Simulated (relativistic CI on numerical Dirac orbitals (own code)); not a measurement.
**Radial parameters of Ce XXIV**

Method of calculation: Dirac-Coulomb-Breit CI, separate exchange-only KLI orbitals for each configuration, model QED, unscaled Slater integrals (own radial code, finite nucleus).

Slater integrals F^k, G^k are unscaled and averaged over j, outside the closed core [Ar] 3d10; ζ comes from projecting the Hamiltonian with its Breit term on Σ l·s of the shell.

- 4s²4p⁵: ζ(4p) = 128730 cm⁻¹; <r>(4p) = 0.6032, <r^2>(4p) = 0.4107 (bohr units).
- 4s²4p⁴4d: F^2(4p,4p) = 171230, ζ(4p) = 129060, F^2(4p,4d) = 166470, G^1(4p,4d) = 208850, G^3(4p,4d) = 133250, ζ(4d) = 15328 cm⁻¹; <r>(4p) = 0.6031, <r^2>(4p) = 0.4107, <r>(4d) = 0.6174, <r^2>(4d) = 0.4349 (bohr units).
- 4s4p⁵4d: G^1(4s,4p) = 224610, ζ(4p) = 128910, G^2(4s,4d) = 164370, F^2(4p,4d) = 166430, G^1(4p,4d) = 208800, G^3(4p,4d) = 133210, ζ(4d) = 15439 cm⁻¹; <r>(4s) = 0.5856, <r^2>(4s) = 0.3849, <r>(4p) = 0.6032, <r^2>(4p) = 0.4108, <r>(4d) = 0.6175, <r^2>(4d) = 0.4352 (bohr units).

Averages of the first 10 configurations, taken without configuration mixing, which lowers the lowest level and can move excited configurations by several eV; other configurations of the list can lie among them:

```
Configuration  Parity  States  Average energy above the lowest level (eV)
       4s²4p⁵     odd       6                                         9.5
        4s4p⁶    even       2                                        96.0
     4s²4p⁴4d    even     150                                       120.9
      4s4p⁵4d     odd     120                                       204.1
     4s²4p⁴4f     odd     210                                       240.9
      4s4p⁵4f    even     168                                       324.3
        4p⁶4d    even      10                                       294.9
     4s4p⁴4d²    even    1350                                       314.4
   4s²4p³4d4f    even    2800                                       352.7
        4p⁶4f     odd      14                                       415.3
```
